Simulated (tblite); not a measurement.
Species: C7H9BO2.
SMILES with atom numbers: `[CH2:1]=[CH:2]/[C:3]([C:4]#[C:5][B:6]([OH:7])[OH:8])=[CH:9]\[CH3:10]` (hydrogens: H11, H12 on C1; H13 on C2; H14 on O7; H15 on O8; H16 on C9; H17, H18, H19 on C10)

Computed with GFN2-xTB (tblite), gas phase: L-BFGS steps from a force-field or distance-geometry start until the largest atomic force falls under 0.01 eV/Å.

Step 6: E = -785.8362 eV
```
atom  x, y, z in Å  |  force x, y, z in eV/Å
C1     -0.8229    1.9475   -1.3821    0.185   0.279  -0.091
C2     -1.4078    0.8321   -0.9813   -0.108  -0.196   0.078
C3     -0.7495   -0.2289   -0.2223   -0.273   0.009  -0.072
C4      0.6176   -0.0823    0.1102   -0.370  -0.077  -0.129
C5      1.7873   -0.0073    0.3990    0.113  -0.135  -0.162
B6      3.2298    0.1678    0.8205    0.479   0.196   0.311
O7      3.8031   -0.6702    1.7485   -0.369  -0.161   0.190
O8      3.9948    1.1779    0.2879   -0.260   0.280  -0.142
C9     -1.3993   -1.3463    0.1617   -0.026   0.043  -0.039
C10    -2.8291   -1.6503   -0.1296   -0.120  -0.037  -0.033
H11    -1.3582    2.6974   -1.9406    0.018  -0.006   0.009
H12     0.2123    2.1476   -1.1702    0.098   0.024   0.012
H13    -2.4493    0.6761   -1.2209   -0.028  -0.098   0.042
H14     3.8026   -0.3836    2.6552    0.241  -0.079  -0.024
H15     4.0394    1.9989    0.7645    0.227  -0.009  -0.054
H16    -0.8597   -2.0923    0.7188    0.141  -0.089   0.088
H17    -3.1223   -2.6140    0.2793    0.078   0.003   0.023
H18    -3.4819   -0.8912    0.2964   -0.052   0.067   0.061
H19    -3.0168   -1.6697   -1.2022    0.025  -0.013  -0.068
```

Step 7: E = -785.8624 eV
```
atom  x, y, z in Å  |  force x, y, z in eV/Å
C1     -0.8164    1.9522   -1.3810   -0.037  -0.152   0.054
C2     -1.4016    0.8299   -0.9757   -0.020   0.278  -0.153
C3     -0.7510   -0.2258   -0.2215   -0.284  -0.041  -0.069
C4      0.6101   -0.0802    0.1027   -0.248  -0.102  -0.080
C5      1.7818   -0.0181    0.3771    0.276  -0.130  -0.092
B6      3.2106    0.1756    0.8287    0.547   0.176   0.263
O7      3.7789   -0.6639    1.7516   -0.410  -0.257   0.231
O8      3.9708    1.1821    0.2938   -0.259   0.332  -0.232
C9     -1.3986   -1.3416    0.1619   -0.104  -0.147   0.016
C10    -2.8273   -1.6509   -0.1288   -0.159  -0.001  -0.040
H11    -1.3520    2.6980   -1.9390   -0.037   0.047  -0.036
H12     0.2175    2.1502   -1.1722    0.156   0.033   0.038
H13    -2.4381    0.6572   -1.2097   -0.157   0.005  -0.035
H14     3.8237   -0.3981    2.6620    0.273  -0.003  -0.014
H15     4.0610    2.0067    0.7537    0.251   0.003   0.034
H16    -0.8553   -2.0879    0.7167    0.120  -0.075   0.079
H17    -3.1207   -2.6145    0.2790    0.088  -0.007   0.040
H18    -3.4835   -0.8924    0.2935   -0.049   0.066   0.091
H19    -3.0198   -1.6695   -1.2002    0.052  -0.026  -0.095
```

Step 8: E = -785.9095 eV
```
atom  x, y, z in Å  |  force x, y, z in eV/Å
C1     -0.8068    1.9552   -1.3773    0.019  -0.078   0.014
C2     -1.3896    0.8345   -0.9697   -0.353   0.248  -0.258
C3     -0.7596   -0.2217   -0.2211   -0.067  -0.061  -0.034
C4      0.5966   -0.0780    0.0887    0.089  -0.149   0.040
C5      1.7746   -0.0410    0.3340    0.519  -0.092   0.054
B6      3.1839    0.1935    0.8483    0.340   0.028   0.003
O7      3.7260   -0.6584    1.7617   -0.433  -0.265   0.597
O8      3.9216    1.1965    0.2988   -0.216   0.678  -0.168
C9     -1.3993   -1.3363    0.1630   -0.226  -0.390   0.080
C10    -2.8272   -1.6518   -0.1278   -0.183   0.047  -0.035
H11    -1.3414    2.7003   -1.9370   -0.058   0.046  -0.044
H12     0.2307    2.1558   -1.1750    0.062  -0.005   0.053
H13    -2.4212    0.6226   -1.1900   -0.249   0.257  -0.166
H14     3.8686   -0.4245    2.6754    0.320   0.052  -0.293
H15     4.1064    2.0221    0.7354    0.279  -0.249   0.050
H16    -0.8449   -2.0809    0.7144    0.042  -0.027   0.035
H17    -3.1160   -2.6156    0.2793    0.066  -0.030   0.059
H18    -3.4876   -0.8931    0.2901   -0.036   0.037   0.120
H19    -3.0244   -1.6696   -1.1986    0.084  -0.048  -0.107
```

Question: Estimate the geometry and energy of step 9. (The exact step hangs on the optimiser's Hessian estimate; all steps are aligned on step 8, rigid shifts and turns removed.)

Answer: E = -785.9657 eV, largest force 1.045 eV/Å
```
atom  x, y, z in Å  |  force x, y, z in eV/Å
C1     -0.7918    1.9622   -1.3742   -0.201  -0.323   0.059
C2     -1.3837    0.8408   -0.9658   -0.348   0.392  -0.349
C3     -0.7735   -0.2186   -0.2213    0.280  -0.124   0.039
C4      0.5834   -0.0787    0.0725    0.714  -0.200   0.200
C5      1.7727   -0.0726    0.2797    0.491   0.028   0.257
B6      3.1596    0.2174    0.8746    0.041  -0.246  -0.404
O7      3.6500   -0.6596    1.7872   -0.369   0.026   0.977
O8      3.8556    1.2297    0.2991   -0.174   0.947   0.144
C9     -1.4041   -1.3356    0.1649   -0.214  -0.452   0.103
C10    -2.8318   -1.6527   -0.1276   -0.150   0.064  -0.008
H11    -1.3292    2.7037   -1.9351   -0.052   0.072  -0.060
H12     0.2485    2.1625   -1.1773   -0.023  -0.053   0.076
H13    -2.4061    0.5846   -1.1691   -0.413   0.556  -0.344
H14     3.9320   -0.4557    2.6868    0.242   0.079  -0.777
H15     4.1694    2.0368    0.7146    0.211  -0.656   0.014
H16    -0.8300   -2.0739    0.7131   -0.106   0.034  -0.041
H17    -3.1085   -2.6179    0.2812   -0.010  -0.048   0.061
H18    -3.4941   -0.8924    0.2891   -0.014  -0.031   0.118
H19    -3.0283   -1.6709   -1.1998    0.094  -0.065  -0.067
```

The energy changes by -0.0562 eV. The first-order estimate −F·Δx gives -0.0883 eV and the mean of the old and new forces, exact on a quadratic surface, -0.0498 eV. The step makes an angle of 72° with the force vector and moves no atom by more than 0.080 Å.

What follows is the cost of the whole relaxation. Hardware: an Arm Neoverse V1 with one thread, on a shared host. Cost: 0.69 s.
